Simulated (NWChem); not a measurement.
Species: SrCl, doublet; SMILES [Sr][Cl]

```xyz
2

Sr     0.0000     0.0000    -0.8248
Cl     0.0000     0.0000     1.7663
```
Atoms are numbered in this order, from 1.

Level: PBE0/def2-SVP with def2 effective core potentials on Sr, spin-unrestricted (NWChem), optimised geometry, unscaled harmonic frequencies. This spin state was assumed; another may lie lower. def2 effective core potentials on Sr; no spin-orbit coupling.

```json
[
 {"frequency (cm⁻¹)": "316", "IR intensity (km/mol)": "32.6"}
]
```

```json
{
 "zero_point_energy": "0.5 kcal/mol",
 "thermal correction to the enthalpy at 298.15 K (with zero-point energy)": "2.8 kcal/mol",
 "heat capacity Cv": "6.6 cal/(mol K)"
}
```

Rigid rotor and harmonic oscillator.
